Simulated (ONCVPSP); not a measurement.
## Reading a pseudo-wave (Ca)

Columns: radius, all-electron u(r) and pseudo u(r) of the 3s shell (level -46.96 eV) of calcium in the configuration [Ne] 3s2 3p6 4s2; PBEsol, scalar-relativistic, ONCV scheme, ONCVPSP 4.0.1.

```
r (bohr)  all-electron  pseudo
   0.120       -0.1209  0.1917
   0.240       -0.5324  0.3743
   0.360       -0.3247  0.5395
   0.480        0.1087  0.6802
   0.600        0.5150  0.7912
   0.720        0.8051  0.8693
   0.840        0.9698  0.9137
   0.960        1.0312  0.9256
   1.080        1.0188  0.9084
   1.200        0.9594  0.8667
   1.320        0.8740  0.8062
   1.440        0.7772  0.7331
   1.560        0.6787  0.6531
   1.680        0.5845  0.5715
   1.800        0.4979  0.4923
   1.920        0.4204  0.4185
   2.040        0.3525  0.3521
   2.160        0.2939  0.2938
   2.280        0.2439  0.2439
   2.400        0.2017  0.2016
   2.520        0.1662  0.1662
   2.640        0.1367  0.1367
   2.760        0.1122  0.1122
   2.880        0.0920  0.0920
   3.000        0.0753  0.0752
   3.120        0.0615  0.0615
```

Problem. How many radial nodes do the two functions have?

Solution. The all-electron 3s function has n − l − 1 = 2 (the table is too coarse to show those close to the nucleus); the pseudo-wave has 0, since the states of the same l below it are removed with the core.

Problem. At about which radius was the pseudo-wave matched?

Solution. 2.25 bohr. The columns agree to 0.0005 from 2.04 bohr on; several derivatives are matched, so the curves merge somewhat inside the radius.

Problem. Is the pseudo-wave norm-conserving?

Solution. Yes: the ONCV scheme keeps the norm inside the radius equal to the all-electron one, which fixes the energy derivative of the logarithmic derivative at the level.
